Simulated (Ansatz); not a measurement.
`N#C[SiH](F)F` + `[F][GaH][Cl]` → `F[SiH](F)F` + `N#[C][GaH][Cl]` at 600 K and 1 bar (redistribution).

Computed with Ansatz on PBE0-D4/def2-TZVP structures; ΔE is electronic, products minus reactants. CCSD(T)/CBS adds triple-zeta CCSD(T) − MP2 to the extrapolated MP2 energy (def2 sets, frozen cores). This one scheme is used for every species. For Ga outer-core shells are correlated without core-valence functions, which leaves a few kJ/mol of doubt a bond. Scalar relativity is left out up to krypton.

| species | CCSD(T)/CBS energy (Eh) | H − E (kJ/mol) | S (J/(mol·K)) |
| --- | --- | --- | --- |
| `N#C[SiH](F)F` | -582.14390 | 107.3 | 380.4 |
| `[F][GaH][Cl]` | -2484.20089 | 60.4 | 341.3 |
| `F[SiH](F)F` | -589.26725 | 84.1 | 330.7 |
| `N#[C][GaH][Cl]` | -2477.10934 | 84.2 | 380.5 |

H − E and S are ideal-gas, rigid-rotor, harmonic terms from PBE0-D4/def2-TZVP. 1 Eh = 2625.50 kJ/mol, R = 8.31446 J/(mol·K).

By hand: ΔE, ΔH, ΔS and ΔG.

ΔE = (-589.26725) + (-2477.10934) − (-582.14390) − (-2484.20089) = -0.03180 Eh = -83.5 kJ/mol. Δ(H − E) = 84.1 + 84.2 − 107.3 − 60.4 = 0.6, so ΔH = -82.9 kJ/mol. ΔS = 330.7 + 380.5 − 380.4 − 341.3 = -10.5 J/(mol·K). ΔG = -82.9 − 600 × (-10.5)/1000 = -76.6 kJ/mol.

By hand: the equilibrium constant, and the temperature at which ΔG would vanish if ΔH and ΔS stayed fixed.

log₁₀ K = −ΔG/(RT ln 10) = 6.7. ΔG = 0 at ΔH/ΔS = 7895 K, far beyond where these terms or the molecules hold.

The number of gas molecules stays the same, so ΔS is small and ΔH decides. A doubt of 5 kJ/mol in ΔE shifts log₁₀ K by 0.4 here. These are equilibria of isolated gas molecules and say nothing of rates. Largest T1 diagnostic: 0.013 (customary marks: 0.02 for closed shells, 0.045 for open ones).
